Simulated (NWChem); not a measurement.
# SnHOBr, singlet; SMILES [Br][Sn][OH]

```xyz
4

Sn     0.3185     0.9077     0.0000
Br    -0.0241    -1.6332     0.0000
O     -1.6087     1.3922     0.0000
H     -2.2144     0.6388     0.0000
```
Atoms are numbered in this order, from 1.

Computed with NWChem. Low-valent species are run as closed-shell singlets; no triplet was tried in these runs. Geometry: optimised at PBE0/def2-SVP (def2 core potentials past Kr).

Problem. Predict the results for Hartree-Fock/3-21G, non-relativistic. Quantities: highest occupied level (eV); orbital gap (eV); dipole (D).

Solution. The highest occupied level (eV) comes out as -9.56. The orbital gap (eV) is 9.58 and the dipole (D) comes out as 2.11.
